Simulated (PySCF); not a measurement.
Species: B2H6O2Si.
Numbering: `[BH2:1][O:2][BH:3][O:4][SiH3:5]` (hydrogens: H6, H7 on B1; H8 on B3; H9, H10, H11 on Si5)

Structure used (PBE0-D3(BJ)/def2-SVP), in Å, numbered top down from 1:
```xyz
11
B2H6O2Si angstrom
B      2.4935    1.0870    0.6511
O      1.4866    0.4678    0.0331
B      0.4907   -0.1795   -0.6085
O     -0.8059    0.0357   -0.2883
Si    -1.6462    1.0027    0.7930
H      2.9829    0.5790    1.6360
H      2.8833    2.1459    0.2103
H      0.7686   -0.9647   -1.4812
H     -0.7577    1.4553    1.9033
H     -2.7657    0.1894    1.3379
H     -2.1819    2.1826    0.0589
```

Method: PySCF, TDDFT CAM-B3LYP/def2-SVPD, vertical, gas phase, core orbitals frozen in the response.

Kohn–Sham orbitals with the atoms that hold most of them (Löwdin shares over 4%, at most four atoms; ? is withheld):

| orbital | ε (eV) | atoms |
| --- | --- | --- |
| LUMO+2 | 1.15 | Si5 39%, B1 16%, H9 12%, H10 10% |
| LUMO+1 | 0.81 | B3 29%, Si5 27%, B1 12%, H11 7% |
| LUMO | ? | B1 44%, O2 23%, H6 11%, H7 11% |
| HOMO | -9.93 | ? |
| HOMO-1 | -10.71 | ? |
| HOMO-2 | -10.99 | Si5 28%, H11 22%, O4 18%, H10 11% |
| HOMO-3 | -11.42 | O2 25%, B3 20%, H8 17%, Si5 10% |

Question: Which atoms hold the HOMO-1, and with what shares?

Answer: O4 (bonded to B and Si) 33%; Si5 (bonded to O and 3 H) 20%; H9 (bonded to Si) 18%; B3 (bonded to 2 O and H) 9%.

Question: Give the leading atoms of the HOMO.

Answer: O2 (bonded to 2 B) 28%; B1 (bonded to O and 2 H) 25%; H7 (bonded to B) 14%; H6 (bonded to B) 14%. By element: hydrogen 29% or more, oxygen 28% or more, boron 25% or more.

Question: What is the LUMO energy, and the HOMO–LUMO gap?

Answer: ε(LUMO) = 0.24 eV; the gap is 10.16 eV (0.3735 hartree).

Question: How does S1 compare with the orbital gap of 10.16 eV?

Answer: S1 is at 5.87 eV (f = 0.0000), 4.30 eV below the gap, made of HOMO→LUMO (90%). 

Next come S2 at 7.81 eV (f 0.0003), HOMO→LUMO+1 (67%), HOMO-2→LUMO+1 (16%); S3 at 8.02 eV (f 0.105), HOMO-1→LUMO+1 (36%), HOMO→LUMO+3 (24%), HOMO-1→LUMO (15%); S4 at 8.06 eV (f 0.131), HOMO→LUMO+3 (53%), HOMO-1→LUMO+1 (25%); S5 at 8.18 eV (f 0.034), HOMO-1→LUMO+3 (65%), HOMO-3→LUMO+3 (13%).

One conformer stands for the species.
